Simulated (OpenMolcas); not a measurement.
**Pb II: the spin-orbit constant, thermal populations, worked from levels**

```
Program             : OpenMolcas 26.06
Basis               : ANO-RCC-VTZP [8s7p5d3f2g]
Scalar Hamiltonian  : DKH2, point nucleus
Active space        : 3 electrons in 8 orbitals (6s 6p 7s 7p)
State averaging     : 2S+1 = 4 odd, 1 root (0 in the spin-orbit step); 2S+1 = 2 odd, 3 roots; 2S+1 = 4 even, 3 roots; 2S+1 = 2 even, 6 roots
Spin-orbit coupling : RASSI with atomic mean-field integrals over the reference wave functions, term energies averaged over their components
```

Methods: CASSCF; SS-CASPT2, IPEA 0.25 Eh, imaginary shift 0.1 Eh (closed shells correlated: 5d). Measured levels: NIST Handbook of Basic Atomic Spectroscopic Data.

**The spin-orbit constant.** For the Hund term 2P* of p1, E(J) = (A/2) J(J+1) + constant and ζ = 2S·A = A. From J = 1/2 to J = 3/2 the energy changes by 1.5 A.

```tsv
Source	E(3/2) - E(1/2)	A	ζ
CASSCF	11242.8	7495.2	7495
SS-CASPT2	11242.8	7495.2	7495
measured	14081.1	9387.4	9387
```

All in cm-1. SS-CASPT2 is off by -20.2 % and CASSCF by -20.2 %. Both methods take the spin-orbit matrix elements from the reference wave functions, so the second can move ζ only through the term energies and any multistate remixing.

**Thermal populations.** Z = Σ (2J + 1) exp(-E/kT) with k = 0.695035 cm-1/K, over the levels below. No other level of either list lies under 57900 cm-1, which is above 7 kT at each temperature.

```
         Level  2J + 1  SS-CASPT2  measured
6s2 6p 2P* 1/2       2        0.0       0.0
6s2 6p 2P* 3/2       4      11240     14081
```

```json
{"T (K)": "8000", "Z, SS-CASPT2": "2.530", "Z, measured levels": "2.318", "Ground level (%), SS-CASPT2": "79.1", "Ground level (%), measured levels": "86.3"}
```

At 8000 K, kT = 5560 cm-1, and the computed levels give Z = 2.000 + 0.530 = 2.530.

Over all roots computed the reference weight is 0.85 to 0.93 in SS-CASPT2; the roots of lowest weight are the least certain, and an intruder state may touch them. Some high roots are left out of the spin-orbit mixing, which shifts the levels that they would mix with. The run also gave levels led by 6s2 7s, which use shells meant for correlation; these and all levels above them are left out. Spin-orbit splittings of 6p shells tend to come out small when the coupling is added on scalar orbitals. Some terms miss by over 15 % even with CASPT2, which points to a basis or an active space too small for the shells correlated (holds for SS-CASPT2). Computed and measured levels are paired by configuration, term and J; levels that our copy of the source lacks, or whose pairing is in doubt (as where it misses far off the trend of its configuration), stay unpaired and out of the deviations. Levels of configurations outside the active space are missing.

* marks odd parity.
